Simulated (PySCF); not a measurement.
Dipole polarisabilities along the third row, charge +1

Calculated with PySCF 2.14 for the ground configurations, without spin-orbit coupling: coupled response for Hartree-Fock and DFT. Mean α in bohr³, C₆ of like pairs in atomic units.

```csv
species,α UHF,α PBE,α PBE0,C₆ UHF,C₆ PBE,C₆ PBE0
"Mg⁺ [Ne] 3s1 (aug-cc-pV5Z, non-relativistic)",38.78,33.68,35.16,179.3,145.1,154.6
"Al⁺ [Ne] 3s2 (aug-cc-pV(5+d)Z, non-relativistic)",26.43,24.34,24.85,140.5,123.7,127.7
"Si⁺ [Ne] 3s2 3p1 (aug-cc-pV(5+d)Z, non-relativistic)",19.56,19.12,19.09,105.2,101.0,101.1
"P⁺ [Ne] 3s2 3p2 (aug-cc-pV(5+d)Z, non-relativistic)",14.47,14.45,14.32,74.98,74.55,73.80
"S⁺ [Ne] 3s2 3p3 (aug-cc-pV(5+d)Z, non-relativistic)",10.91,11.01,10.88,53.61,54.29,53.47
"Cl⁺ [Ne] 3s2 3p4 (aug-cc-pV(5+d)Z, non-relativistic)",8.566,8.832,8.685,40.40,41.89,41.03
"Ar⁺ [Ne] 3s2 3p5 (aug-cc-pV(5+d)Z, non-relativistic)",6.791,7.074,6.941,30.47,31.99,31.26
```

The values depend on the diffuse functions of the basis.
